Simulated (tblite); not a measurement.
Compound: C5H8BrFO.
SMILES with atom numbers: `[CH3:1][O:2][CH2:3]/[C:4](=[CH:5]/[Br:6])[CH2:7][F:8]` (hydrogens: H9, H10, H11 on C1; H12, H13 on C3; H14 on C5; H15, H16 on C7)

Computed with GFN2-xTB (tblite), gas phase: L-BFGS steps from a force-field or distance-geometry start until the largest atomic force falls under 0.01 eV/Å.

Geometry at step 6:
```
atom  x, y, z in Å
C1      2.6634    0.2433    0.0635
O2      1.3451    0.7414    0.0563
C3      0.4452   -0.3309   -0.0054
C4     -0.9817    0.1262    0.0255
C5     -1.2850    1.4110    0.1548
Br6    -3.0532    2.0517    0.2355
C7     -2.0188   -0.9542   -0.1251
F8     -1.9145   -1.6068   -1.3355
H9      2.7961   -0.4890    0.8766
H10     2.8732   -0.2589   -0.8864
H11     3.3433    1.0819    0.2062
H12     0.6448   -0.9136   -0.9153
H13     0.6204   -1.0136    0.8512
H14    -0.5363    2.1803    0.2621
H15    -1.9309   -1.7374    0.6428
H16    -3.0190   -0.5225   -0.1185
```

Question: Give the atomic forces at this geometry.

Answer: 
| atom | Fx (eV/Å) | Fy (eV/Å) | Fz (eV/Å) |
| --- | --- | --- | --- |
| C1 | 0.003 | 0.012 | 0.064 |
| O2 | 0.193 | -0.076 | 0.204 |
| C3 | -0.003 | -0.052 | 0.109 |
| C4 | -0.108 | -0.078 | -0.143 |
| C5 | 0.031 | -0.058 | 0.058 |
| Br6 | -0.002 | 0.175 | 0.011 |
| C7 | -0.040 | -0.107 | -0.061 |
| F8 | 0.244 | 0.047 | 0.040 |
| H9 | 0.052 | 0.168 | -0.067 |
| H10 | 0.149 | 0.000 | -0.052 |
| H11 | -0.105 | -0.026 | -0.035 |
| H12 | -0.189 | -0.106 | -0.156 |
| H13 | -0.089 | 0.043 | -0.038 |
| H14 | -0.040 | -0.080 | -0.021 |
| H15 | 0.060 | 0.167 | -0.026 |
| H16 | -0.155 | -0.027 | 0.110 |

The largest, 0.29 eV/Å, acts on O2; the rms over all components is 0.101 eV/Å. The forces sum to zero within rounding, as they must for an isolated molecule in no field.

Question: Give the force on O2 in Eh/bohr and in nN.

Answer: 0.291 eV/Å ÷ 51.422 = 0.00566 Eh/bohr, and 0.291 eV/Å × 1.602 = 0.47 nN.

Question: How far is this geometry from the end of the optimisation?

Answer: 0.092 eV above it, and 0.455 Å rms away after alignment. The bonds farthest from their final lengths, with half the difference of the two atoms' forces along the bond (positive lengthens):

```
  bond  now (Å)  final (Å)  force along bond (eV/Å)
 C7–F8    1.379      1.369                    -0.07
C7–H16    1.089      1.097                    +0.07
C3–H13    1.109      1.103                    -0.09
 C1–H9    1.102      1.097                    -0.10
C3–H12    1.099      1.104                    +0.11
C5–Br6    1.882      1.887                    +0.05
```

The angle farthest from its final value is C1–O2–C3, 109.3° against 112.6°.

The cost below is that of the whole relaxation. On Arm Neoverse V2, one thread, shared host with 32 logical CPUs at a one-minute load of 6.0, this took 0.49 s wall.
